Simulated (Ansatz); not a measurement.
C2HBr2F, SMILES `F/C(Br)=C\Br`, relaxed with RKS PBE-D4/def2-SVP in Ansatz from a rough embedded geometry. The force threshold is 0.03 eV/Å; the program also tests the step.

Total charge 0; spin multiplicity 1.

Start:

```xyz
6

F     0.717   -1.453   -0.733
C     0.076   -0.625    0.177
Br   -0.548   -1.390    1.744
C    -0.087    0.606   -0.130
Br    0.473    1.537   -1.644
H    -0.631    1.325    0.586
```

```
step   energy (eV)  largest force (eV/Å)  largest move (Å)
   1  -144851.8618                 5.785             0.000
   2  -144852.1447                 1.802             0.063
   3  -144852.1604                 0.834             0.093
   4  -144852.2053                 0.097             0.065
   5  -144852.2056                 0.105             0.016
   6  -144852.2061                 0.026             0.008
```

End:

```xyz
6

F     0.704   -1.448   -0.686
C     0.079   -0.622    0.142
Br   -0.529   -1.450    1.729
C    -0.114    0.686   -0.105
Br    0.497    1.499   -1.687
H    -0.636    1.335    0.608
```

Run time 7.5 s (4 threads of an Intel Xeon on a shared host); peak host memory 0.19 GiB.
